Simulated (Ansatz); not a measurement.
Geometry optimisation of CH₄MoO₂S, SMILES `[CH3][Mo](=[O])([OH])=[S]`.

```yaml
crystal:
  periodic: [false, false, false]
  atoms:
    - {symbol: C, position_ang: [-0.279083, -0.698341, -1.132404]}
    - {symbol: Mo, position_ang: [0.551807, 0.302541, 0.520455]}
    - {symbol: O, position_ang: [1.972431, -0.551043, 0.861356]}
    - {symbol: O, position_ang: [-0.681483, 0.257328, 1.934016]}
    - {symbol: S, position_ang: [1.000801, 2.268608, -0.183811]}
    - {symbol: H, position_ang: [-0.531120, -1.730266, -0.804316]}
    - {symbol: H, position_ang: [0.450918, -0.752375, -1.965731]}
    - {symbol: H, position_ang: [-1.192494, -0.171291, -1.477188]}
    - {symbol: H, position_ang: [-1.203278, 1.028539, 2.230322]}
basis:
  gaussian: {orbitals: def2-TZVP}
hamiltonian: {xc: pbe0, dispersion: d4}
relax: {f_tol: 0.005, max_steps: 150}
```

```sh
$ ansatz run in.yaml --threads 4 --pin off --events-out ev --progress --plain
```

Shortened log:

```
Functional definition: PBE0
mean field -17883.93512441 eV, -657.2224936555 hartree, gradient 5.1e-5 eV, S^2 0.000000; 0 other end points of the search recorded, 0 dependent functions left out
relax step   1: F+E_penalty+E_count = -17884.14766785 eV  Δ(F+E_penalty+E_count) = +0.000e0 eV  max|allowed force component| = 1.151e0 eV/Å  Δτ_max = 0.0000 Å  (34 SCF iters, accepted)
mean field -17883.98063267 eV, -657.2241660531 hartree, gradient 2.1e-5 eV, S^2 0.000000; 0 other end points of the search recorded, 0 dependent functions left out
relax step   2: F+E_penalty+E_count = -17884.19595084 eV  Δ(F+E_penalty+E_count) = -4.828e-2 eV  max|allowed force component| = 5.275e-1 eV/Å  Δτ_max = 0.0462 Å  (38 SCF iters, accepted)
mean field -17883.98764808 eV, -657.2244238647 hartree, gradient 2.1e-5 eV, S^2 0.000000; 0 other end points of the search recorded, 0 dependent functions left out
relax step   3: F+E_penalty+E_count = -17884.20243741 eV  Δ(F+E_penalty+E_count) = -6.487e-3 eV  max|allowed force component| = 1.314e-1 eV/Å  Δτ_max = 0.0196 Å  (38 SCF iters, accepted)
mean field -17883.98829944 eV, -657.2244478016 hartree, gradient 2.0e-5 eV, S^2 0.000000; 0 other end points of the search recorded, 0 dependent functions left out
relax step   4: F+E_penalty+E_count = -17884.20296052 eV  Δ(F+E_penalty+E_count) = -5.231e-4 eV  max|allowed force component| = 3.858e-2 eV/Å  Δτ_max = 0.0141 Å  (39 SCF iters, accepted)
mean field -17883.98835019 eV, -657.2244496669 hartree, gradient 2.0e-5 eV, S^2 0.000000; 0 other end points of the search recorded, 0 dependent functions left out
relax step   5: F+E_penalty+E_count = -17884.20308677 eV  Δ(F+E_penalty+E_count) = -1.262e-4 eV  max|allowed force component| = 9.605e-3 eV/Å  Δτ_max = 0.0036 Å  (39 SCF iters, accepted)
mean field -17883.98835755 eV, -657.2244499373 hartree, gradient 1.9e-5 eV, S^2 0.000000; 0 other end points of the search recorded, 0 dependent functions left out
relax step   6: F+E_penalty+E_count = -17884.20310266 eV  Δ(F+E_penalty+E_count) = -1.589e-5 eV  max|allowed force component| = 7.434e-3 eV/Å  Δτ_max = 0.0009 Å  (41 SCF iters, accepted)
mean field -17883.98839847 eV, -657.2244514412 hartree, gradient 2.0e-5 eV, S^2 0.000000; 0 other end points of the search recorded, 0 dependent functions left out
relax step   7: F+E_penalty+E_count = -17884.20313947 eV  Δ(F+E_penalty+E_count) = -3.681e-5 eV  max|allowed force component| = 3.165e-3 eV/Å  Δτ_max = 0.0046 Å  (39 SCF iters, accepted)
mean field -17883.98839847 eV, -657.2244514412 hartree, gradient 1.9e-5 eV, S^2 0.000000; 1 other end points of the search recorded, 0 dependent functions left out
Total energy: -17884.20318301 eV, -657.2323446273 hartree
Atom 0 at    -0.277398    -0.693767    -1.125895 Å, force     0.001162    -0.001010    -0.000310 eV/Å
Atom 1 at     0.553615     0.300382     0.518899 Å, force    -0.000821    -0.001624    -0.001998 eV/Å
Atom 2 at     1.952230    -0.544197     0.858326 Å, force     0.000187    -0.000005    -0.000956 eV/Å
Atom 3 at    -0.673821     0.260940     1.916513 Å, force    -0.001726     0.003165     0.000170 eV/Å
Atom 4 at     0.996190     2.238385    -0.183262 Å, force     0.000342     0.000025     0.000433 eV/Å
Atom 5 at    -0.519127    -1.710951    -0.801221 Å, force     0.000594     0.000994     0.000296 eV/Å
Atom 6 at     0.436047    -0.736752    -1.950269 Å, force    -0.000132    -0.000123     0.000315 eV/Å
Atom 7 at    -1.181613    -0.175413    -1.452016 Å, force     0.000201     0.000270     0.000685 eV/Å
Atom 8 at    -1.197625     1.015073     2.201623 Å, force     0.000193    -0.001692     0.001365 eV/Å
Dipole moment:    -0.623048     0.015543    -0.020853 e Å
```

It took 51 s on 4 threads of a server CPU on a shared host, with 0.55 GiB of host memory at the peak.
